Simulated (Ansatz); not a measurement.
n-GeSiSiH8 (Si₂GeH₈). Total charge 0; triplet. Geometry r2SCAN-D4/def2-SVP, that of the neutral singlet.

Cartesian coordinates in Å:
```
Ge -1.8931 0.3498 -0.4191
Si 0.4306 0.1206 -0.8883
Si 1.5977 -0.4375 1.0682
H -2.1240 1.5130 0.5603
H -2.4358 -0.9360 0.2278
H -2.6976 0.6246 -1.6999
H 0.6231 -0.9537 -1.9135
H 0.9625 1.4024 -1.4499
H 3.0612 -0.5931 0.8009
H 1.0690 -1.7241 1.6186
H 1.4066 0.6342 2.0949
```

At PBE0-D4/def2-TZVP a singlet of charge 0 lies 5.76 eV below the triplet at the same geometry.

Problem. Estimate the α-spin orbital energies around the gap (eV) in Ansatz with PBE-D4/def2-TZVP, r2SCAN-D4/def2-TZVP, PBE0-D4/def2-TZVP.

Solution. 
```
orbital  PBE-D4/def2-TZVP  r2SCAN-D4/def2-TZVP  PBE0-D4/def2-TZVP
 HOMO−5             -8.73                -9.12             -10.07
 HOMO−4             -8.63                -8.99              -9.96
 HOMO−3             -8.36                -8.71              -9.66
 HOMO−2             -8.03                -8.42              -9.29
 HOMO−1             -7.82                -8.20              -9.08
   HOMO             -1.69                -1.79              -2.36
   LUMO             -1.16                -1.00              -0.31
 LUMO+1             -1.01                -0.74              -0.20
 LUMO+2             -0.72                -0.38               0.09
 LUMO+3             -0.42                -0.18               0.41
 LUMO+4             -0.07                 0.31               0.73
 LUMO+5              0.35                 0.72               1.22
 β HOMO             -7.55                -7.77              -8.53
 β LUMO             -6.75                -6.66              -6.02
```
